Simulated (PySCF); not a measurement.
Compound: C5H11OSi (doublet state).
Z-matrix (Å and degrees, GFN2-xTB geometry), rows numbered from 1:
```
C 
C   1  1.5390
C   2  1.4822  1  111.72
C   3  1.4775  2  121.37  1   -76.65
C   4  1.5463  3  112.05  2   -61.39
Si  5  1.9030  4  107.49  3    52.80
O   2  1.4191  1  108.59  3  -125.25
H   1  1.0867  2  109.43  3   179.59
H   1  1.0865  2  109.64  3    60.28
H   1  1.0865  2  109.96  3   -60.04
H   2  1.0987  1  108.17  3   120.83
H   3  1.0752  2  118.42  1   108.83
H   4  1.0927  3  109.92  2   175.88
H   4  1.0982  3  109.90  2    57.52
H   5  1.0906  4  108.41  3   -66.94
H   5  1.0888  4  109.22  3   176.66
H   6  1.4700  5  108.59  4    81.71
H   6  1.4555  5  114.53  4  -150.44
```

The hyperfine couplings belong to this conformer and change with its torsions.

The species is `[SiH2]1CC[CH][C@@H](C)O1` [radical].

Computed, not measured: UKS B3LYP, pcH-1 on C H O Si, non-relativistic, mean-field spin-orbit, GIAO in PySCF. One conformer (not necessarily the lowest) at the GFN2-xTB geometry, without solvent, vibrations or thermal averaging. The geometry wasn't refined by DFT: couplings that depend on bond lengths, twists or pyramidal angles can differ widely from those at the functional's own minimum. Stability of the SCF solution: not tested.

(1) Match the computed a_iso(13C) values +90.7, +59.4, +49.4, -31.8, -27.7 MHz with the sites C1; C2; C3; C4; C5.

## Answers

(1) 
| site | a_iso (MHz) | ρ(0) (bohr⁻³) | position | distance from C3 (Å) | spin population | largest \|T\| (MHz) |
| --- | --- | --- | --- | --- | --- | --- |
| C1 | +49.4 | +0.0439 | 2 bonds from C3 | 2.50 | +0.03 | 8.7 |
| C2 | -27.7 | -0.0246 | 1 bond from C3 | 1.48 | -0.06 | 2.3 |
| C3 | +90.7 | +0.0808 | largest spin population | 0.00 | +1.03 | 160.0 |
| C4 | -31.8 | -0.0283 | 1 bond from C3 | 1.48 | -0.08 | 2.2 |
| C5 | +59.4 | +0.0528 | 2 bonds from C3 | 2.51 | +0.04 | 9.9 |

ρ(0) is the spin density at the nucleus and T the dipolar tensor; a_iso includes a spin–orbit part; entries for several nuclei are means. The largest Mulliken spin populations are on C3 (+1.03), C4 (-0.08) and C2 (-0.06). C3 is the only atom above +0.15. The angles at C3 add up to 359.8°, so it is planar; its axial dipolar tensor and the negative coupling of its proton fit spin in a p orbital normal to that plane.

Class means assume fast exchange of nuclei equivalent by connectivity; if that motion is slow, each nucleus keeps its own coupling. The three 1H nuclei of mean +6.3 MHz run from -2.9 to 18.4 MHz in the frozen geometry.
